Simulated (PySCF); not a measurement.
## Working out the ionisation energy of Zn²⁺

Zn²⁺ [Ar] 3d10 (1S) → Zn³⁺ [Ar] 3d9 (2D). All numbers are calculated (PySCF 2.14, the non-relativistic Hamiltonian (point nucleus), in 6-31G* (5s4p2d1f, 34 functions)). Frozen: [Ar]. Energies in hartree (1 hartree = 27.21139 eV):

```json
{"part": "UHF", "Zn²⁺ (lower)": "-1776.610408", "Zn³⁺ (upper)": "-1775.244689"}
{"part": "MP2 opposite-spin", "Zn²⁺ (lower)": "-0.127162", "Zn³⁺ (upper)": "-0.081812"}
{"part": "MP2 same-spin", "Zn²⁺ (lower)": "-0.073293", "Zn³⁺ (upper)": "-0.046893"}
```

Q: What does Hartree-Fock give?

A: (-1775.244689) − (-1776.610408) = 1.365719 hartree = 37.163 eV.

Q: What do MP2 and SCS-MP2 (6/5 opposite-spin, 1/3 same-spin) give?

A: The opposite-spin parts differ by 1.234 eV and the same-spin parts by 0.718 eV. MP2: 37.163 + (1.234) + (0.718) = 39.115 eV. SCS-MP2: 37.163 + 1.2 × (1.234) + (0.718)/3 = 38.883 eV.

Reference: 39.723 eV (measured; NIST Atomic Spectra Database, ionization energies), between the lowest levels; spin-orbit coupling is absent from the calculation.

The calculation is non-relativistic.

What remains against the reference includes basis incompleteness, the frozen core and correlation beyond second order.
